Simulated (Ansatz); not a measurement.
Input:

```yaml
crystal:
  periodic: [false, false, false]
  atoms:
    - { symbol: B, position_ang: [0.070641, 0.417477, -0.010005] }
    - { symbol: Cl, position_ang: [-0.789683, 1.023278, 1.491286] }
    - { symbol: F, position_ang: [1.39271, 0.466388, -0.065707] }
    - { symbol: F, position_ang: [-0.641058, 0.133168, -1.092308] }
    - { symbol: "N", position_ang: [-0.159195, -2.07672, 1.095012] }
    - { symbol: H, position_ang: [-0.534403, -2.770913, 0.443053] }
    - { symbol: Si, position_ang: [1.252736, -2.469554, 2.085387] }
    - { symbol: H, position_ang: [1.518227, -3.947075, 2.03222] }
    - { symbol: H, position_ang: [2.48145, -1.75781, 1.604001] }
    - { symbol: H, position_ang: [0.980468, -2.049524, 3.499026] }
    - { symbol: H, position_ang: [-0.930292, -1.548916, 1.552134] }
basis:
  gaussian: { orbitals: def2-SVP }
hamiltonian:
  xc: blyp
  dispersion: d4
relax:
  f_tol: 0.03
  max_steps: 50
```

Run as:

```bash
$ ansatz run input.yaml --threads 4 --pin off --max-ram 5120MiB --backend cpu --events-out ev --progress --plain --runs-dir out
```

Hardware: 4 threads of Intel(R) Xeon(R) 6975P-C (Granite Rapids) (shared host).

Roughly how long does this run take, and how much memory?

12 s, with a peak of 0.21 GiB, for 15 ionic steps.
